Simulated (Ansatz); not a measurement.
Frontier orbitals of CH6AlAs (`C[AsH][AlH2]`).

| atom | x (Å) | y (Å) | z (Å) |
| --- | --- | --- | --- |
| C1 | 0.727 | -0.784 | -1.081 |
| As2 | -0.108 | -1.043 | 0.701 |
| Al3 | -1.171 | 1.118 | 0.968 |
| H4 | 1.381 | -1.632 | -1.278 |
| H5 | -0.069 | -0.778 | -1.825 |
| H6 | 1.296 | 0.140 | -1.161 |
| H7 | 1.079 | -0.614 | 1.557 |
| H8 | -1.433 | 1.689 | 2.426 |
| H9 | -1.702 | 1.905 | -0.308 |

The species carries charge 0 and has multiplicity 1. Correlated methods include outer-core shells of As, which these sets cover unevenly. Scalar relativity is left out up to krypton. All single points use the PBE0-D4/def2-TZVP geometry. Basis def2-TZVPP, Ansatz 0.2.0.

Orbital energies of one run (eV). Highest occupied ones, from the top: -9.12, -10.84, -11.36, -12.42, -14.24, -14.77, -14.99, -19.61, -23.56, -46.03, -46.06, -46.11, -46.19, -46.20. Empty: 0.30, 2.15, 2.61, 3.27, 3.33, 4.47.

**Question.** Which functional gave them?
A. CAM-B3LYP
B. PBE0
C. r2SCAN
D. LC-ωPBE

**Answer.** D. HOMO energies: LC-ωPBE -9.12, CAM-B3LYP -7.84, PBE0 -6.64, r2SCAN -5.86 eV.

LC-ωPBE has ω = 0.4 bohr⁻¹.
